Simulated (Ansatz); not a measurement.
Harmonic frequencies (cm⁻¹) at PBE0-D4/def2-TZVP from Ansatz: 253, 498, 739, 791, 830, 846, 924, 977, 1022, 1059, 1140, 1158, 1194, 1232, 1294, 1436, 1446, 1516, 2643, 3036, 3079, 3088, 3137, 3647.

**Question.** Which molecule is it?
A. `BCC=N`
B. `BCN=C`
C. `B1CCN1`
D. `[BH3-]C#[N+]C`

**Answer.** C.
